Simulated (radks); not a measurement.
Question: All-electron atom: the gadolinium ion Gd3+ in [Xe] 4f7. Method: Dirac Kohn-Sham, PBE, spin-unpolarised, spherical densities, finite nucleus; open shells fill j = l - 1/2 first; Fermi nuclear charge, rms radius 5.1569 fm; computed with a radial shooting solver on a logarithmic mesh with Libxc functionals. Some entries of the table are withheld. Estimate them.

| orbital | occ. | eigenvalue (eV) | <1/r> (bohr^-1) | <r^2> (bohr^2) |
|---|---|---|---|---|
| 1s1/2 | 2 | -50067.10 | (1) | 0.0006550 |
| 2s1/2 | 2 | -8283.417 | (2) | 0.01022 |
| 2p1/2 | 2 | -7867.271 | 17.07 | 0.007417 |
| 2p3/2 | 4 | -7171.426 | 15.09 | 0.008651 |
| 3s1/2 | 2 | -1855.405 | 6.231 | 0.06815 |
| 3p1/2 | 2 | -1674.941 | 6.146 | 0.06349 |
| 3p3/2 | 4 | -1532.199 | 5.643 | 0.07055 |
| 3d3/2 | 4 | (3) | (4) | 0.05633 |
| 3d5/2 | 6 | (5) | (6) | 0.05831 |
| 4s1/2 | 2 | -393.5239 | (7) | 0.3453 |
| 4p1/2 | 2 | -323.2488 | 2.497 | 0.3633 |
| 4p3/2 | 4 | -291.5065 | 2.327 | 0.4019 |
| 4d3/2 | 4 | -175.7028 | (8) | 0.4611 |
| 4d5/2 | 6 | -169.9663 | (9) | 0.4763 |
| 5s1/2 | 2 | -74.5061 | 1.006 | 1.970 |
| 5p1/2 | 2 | -54.9460 | 0.8953 | 2.445 |
| 5p3/2 | 4 | -50.4383 | 0.8378 | 2.734 |
| 4f5/2 | 6 | -33.9004 | 1.539 | 0.9286 |
| 4f7/2 | 1 | -33.1410 | 1.521 | 0.9545 |

Answer: 
(1) 1s1/2 <1/r> (bohr^-1): 71.65
(2) 2s1/2 <1/r> (bohr^-1): 17.09
(3) 3d3/2 eigenvalue (eV): -1220.420
(4) 3d3/2 <1/r> (bohr^-1): 5.521
(5) 3d5/2 eigenvalue (eV): -1189.320
(6) 3d5/2 <1/r> (bohr^-1): 5.396
(7) 4s1/2 <1/r> (bohr^-1): 2.604
(8) 4d3/2 <1/r> (bohr^-1): 2.109
(9) 4d5/2 <1/r> (bohr^-1): 2.067
